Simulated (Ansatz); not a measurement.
Abridged output of a molecular run in Ansatz:

```
Functional definition: HF
958 factors; integrals over basis functions are off by at most 1.2e-3 eV
mean field evaluation 1: about -60061.3365 eV, gradient 2.2e1 eV
mean field evaluation 2: about -60061.4116 eV, gradient 2.2e1 eV
mean field evaluation 4: about -60065.0548 eV, gradient 4.2e0 eV
mean field evaluation 8: about -60065.6191 eV, gradient 1.2e0 eV
mean field evaluation 16: about -60065.8107 eV, gradient 1.5e-4 eV
mean field evaluation 32: about -60065.2251 eV, gradient 6.8e-4 eV
mean field -60065.81069097 eV, -2207.3778288244 hartree, gradient 4.3e-6 eV, S^2 1.159829; 4 other end points of the search recorded, 0 dependent functions left out
12 core orbitals not correlated: weight in the atoms' cores, before any rotation towards them, 1.000 or more for the frozen orbitals, at most 0.000 for the correlated occupied ones
reference -60065.81069097 eV, -2207.3778288244 hartree; 16, 15 occupied and 66, 67 virtual orbitals, 958 factors
second order -16.06682893 eV of doubles, -0.00000000 eV of singles
cycle   1  -16.30117506 eV  change   -2.3e-1 eV  update   1.2e-1
cycle   2  -16.98297279 eV  change   -6.8e-1 eV  update   5.8e-2
cycle   3  -17.25528807 eV  change   -2.7e-1 eV  update   4.3e-2
cycle   4  -17.33403459 eV  change   -7.9e-2 eV  update   2.2e-2
cycle   5  -17.35272702 eV  change   -1.9e-2 eV  update   1.0e-2
cycle   6  -17.35491146 eV  change   -2.2e-3 eV  update   4.1e-3
cycle   7  -17.35922126 eV  change   -4.3e-3 eV  update   2.5e-3
cycle   8  -17.36144328 eV  change   -2.2e-3 eV  update   1.2e-3
cycle   9  -17.36135187 eV  change    9.1e-5 eV  update   6.3e-4
cycle  10  -17.36156804 eV  change   -2.2e-4 eV  update   3.6e-4
cycle  11  -17.36188870 eV  change   -3.2e-4 eV  update   2.8e-4
cycle  12  -17.36193353 eV  change   -4.5e-5 eV  update   2.3e-4
cycle  13  -17.36203385 eV  change   -1.0e-4 eV  update   1.8e-4
cycle  14  -17.36192825 eV  change    1.1e-4 eV  update   1.0e-4
cycle  15  -17.36183527 eV  change    9.3e-5 eV  update   4.4e-5
cycle  16  -17.36186011 eV  change   -2.5e-5 eV  update   2.2e-5
cycle  17  -17.36186942 eV  change   -9.3e-6 eV  update   1.3e-5
cycle  18  -17.36189021 eV  change   -2.1e-5 eV  update   6.6e-6
cycle  19  -17.36190516 eV  change   -1.5e-5 eV  update   3.4e-6
perturbative correction -0.61363713 eV, -0.0225507487 hartree
Total energy: -60083.78623326 eV, -2208.0384178194 hartree
Checks for a lower state left out: cluster_reference
```

Its atoms:

Cartesian coordinates in Å:
```
C 2.549 1.353 0.143
C 1.607 0.588 0.117
Ge 0.136 -0.648 0.082
N -1.473 0.181 -0.183
H 0.094 -1.346 1.444
H 0.375 -1.608 -1.086
H -1.734 0.824 0.552
H -1.553 0.656 -1.071
```

**Question.** Which basis set was used?
A. def2-QZVPP
B. def2-SVPD
C. def2-SVP
D. def2-TZVPP

**Answer.** C. It gives 94 functions.

**Question.** Write the keys of the input that set method, charge and spin (a neutral closed shell needs none for the last two).

**Answer.** 
```yaml
magnetization: {spin_polarized: true, initial_magnetization: 1}
correlation: {method: ccsd_t}
scf: {omitted_lower_state_checks: [cluster_reference]}
```
